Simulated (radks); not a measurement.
Results of a calculation; reference values are marked as such.
Valence configurations of neutral indium (all share [Kr]). Level of theory: Dirac Kohn-Sham, PBE, spin-unpolarised, spherical densities, finite nucleus; open shells are shared between the two j in proportion to 2j + 1; Fermi nuclear charge, rms radius 4.6156 fm (a radial shooting solver on a logarithmic mesh with Libxc functionals). Energies are relative to 4d10 5s2 5p1; eigenvalues in eV.

| valence | E (eV) | e(4d3/2) | e(4d5/2) | e(5p1/2) | e(5p3/2) | e(5s1/2) |
|---|---|---|---|---|---|---|
| 4d10 5s2 5p1 | 0.000 | -19.131 | -18.271 | -2.726 | -2.427 | -8.207 |
| 4d9 5s2 5p2 | 18.287 | -24.718 | -23.806 | -3.964 | -3.549 | -10.257 |
| 4d10 5s1 5p2 | 5.828 | -20.746 | -19.881 | -3.453 | -3.113 | -9.193 |
| 4d8 5s2 5p3 | 40.971 | -30.227 | -29.263 | -5.115 | -4.586 | -12.126 |
| 4d8 5s1.5 5p3.5 | 44.677 | -30.880 | -29.913 | -5.401 | -4.857 | -12.499 |
| 4d9.5 5s2 5p1.5 | 8.594 | -21.941 | -21.055 | -3.360 | -3.002 | -9.262 |
| 4d7.5 5s2 5p3.5 | 53.966 | -32.971 | -31.980 | -5.670 | -5.086 | -13.016 |
| 4d10 5p3 | 11.920 | -22.210 | -21.340 | -4.091 | -3.716 | - |
| 4d7.5 5s1 5p4.5 | 61.790 | -34.208 | -33.213 | -6.210 | -5.596 | -13.711 |
| 4d6.5 5s2 5p4.5 | 83.278 | -38.451 | -37.408 | -6.755 | -6.061 | -14.730 |

NIST lists [Kr] 4d10 5s2 5p1 as the ground configuration; this level of theory agrees among the configurations tried. The energies are those of spherical spin-averaged densities, not of single terms.
